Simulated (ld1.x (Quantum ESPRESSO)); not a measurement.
**silicon: excitation energies, all-electron against TM**

- Element: Si (Z = 14)
- Generator: ld1.x (Quantum ESPRESSO) 7.5
- Type: norm-conserving Troullier–Martins (Kleinman–Bylander form)
- Functional: PBE
- Relativity: scalar-relativistic
- Frozen core: [Ne]
- Valence charge: 4
- Reference configuration: 3s1.5 3p2.5
- Partial waves: 3p (bound): rc 1.90 bohr; 3s (bound): rc 1.45 bohr
- Local potential: the s channel
- Core correction: a·sin(br)/r model core inside 0.65 bohr

Energies are relative to the spin-unpolarised reference configuration 3s1.5 3p2.5; without spin polarisation the order of configurations can differ from experiment.

| valence configuration | charge | ΔE all-electron (eV) | error AE − PS (meV) |
| --- | --- | --- | --- |
| 3s2 3p2 | 0 | -3.387 | -0.3 |
| 3s2 3p1 | +1 | 4.353 | +0.5 |
| 3s2 3p0 | +2 | 20.346 | +13 |
| 3s1 3p0 | +3 | 54.317 | +53 |
| 3s2 3p1.5 | +0.5 | -0.466 | -0.8 |
| 3s0 3p4 | 0 | 10.391 | -4.1 |
| 3s1 3p2 | +1 | 11.784 | +4.4 |

Levels in the configuration 3s2 3p2:

| level | all-electron (eV) | pseudo (eV) |
| --- | --- | --- |
| 3s | -10.813 | -10.813 |
| 3p | -4.081 | -4.083 |
